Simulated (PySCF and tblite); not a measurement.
Results of a calculation; reference values are marked as such.
System: C₅H₁₀BPS, numbered as in [CH2:1]=[CH:2][B:3]([PH2:4])/[CH:5]=[CH:6]/[S:7][CH3:8].

Motion: rotation about the B3–C2 bond (torsion P4–B3–C2–C1 from -18° to 154°, rising). GFN2-xTB gives an electronic barrier of 2.3 kcal/mol and a reaction energy of 0.3 kcal/mol.

Problem. What does PBE/pcSseg-1 + D3(BJ), IEF-PCM acetonitrile give on GFN2-xTB geometries?

Solution. A barrier of 3.8 kcal/mol, 1.5 above the tight-binding barrier (from unrounded values), a reaction energy of 0.0 kcal/mol and, with GFN2-xTB thermal terms, ΔG‡(298 K) = 3.7 kcal/mol and k = 1.3×10¹⁰ s⁻¹ (1 equivalent path).

Programs: tblite and PySCF.
